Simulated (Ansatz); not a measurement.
The cluster GeO4, relaxed as a singlet with RKS r2SCAN-D4/def2-SVP in Ansatz, starting from the GFN1-xTB geometry. Force threshold 0.02 eV/Å.

The structure holds 3 bonds between oxygen atoms, so isomers without such links may lie far lower. The restricted singlet is unstable towards broken spin symmetry in Hartree–Fock (as tested in another run); at r2SCAN-D4/def2-SVP this wasn't settled. Another isomer (singlet) lies 0.71 eV lower at PBE0-D4/def2-TZVP; other spin states weren't run for this one.

Start:

```tsv
atom	x (Å)	y (Å)	z (Å)
Ge1	1.0217	1.0531	0.5040
O2	-0.1456	-1.0188	-0.6351
O3	-1.1636	-0.3309	-0.0109
O4	1.0490	-0.7101	0.0311
O5	-0.7615	1.0067	0.1108
```

```tsv
step	energy (eV)	largest force component (eV/Å)	SCF passes
1	-64682.2967	1.629	17
2	-64682.3929	0.856	26
3	-64682.4275	0.611	18
4	-64682.4491	0.470	19
5	-64682.4665	0.104	20
6	-64682.4670	0.033	23
7	-64682.4670	0.013	22
```

Force components are those of the run's own axes.

End:

| atom | x (Å) | y (Å) | z (Å) |
| --- | --- | --- | --- |
| Ge1 | 1.0098 | 1.0414 | 0.4983 |
| O2 | -0.1942 | -0.9759 | -0.6864 |
| O3 | -1.1402 | -0.4003 | 0.0278 |
| O4 | 1.0948 | -0.7362 | 0.0788 |
| O5 | -0.7701 | 1.0710 | 0.0815 |

By distances, no bond broke or formed. The bond that changes most is O3–O5, from 1.40 to 1.52 Å (atoms count from 1).

No frequencies were taken in this run, so the end may be a saddle point.

Hardware: 4 threads of Arm Neoverse V1 on a shared host. Wall time 7 s.
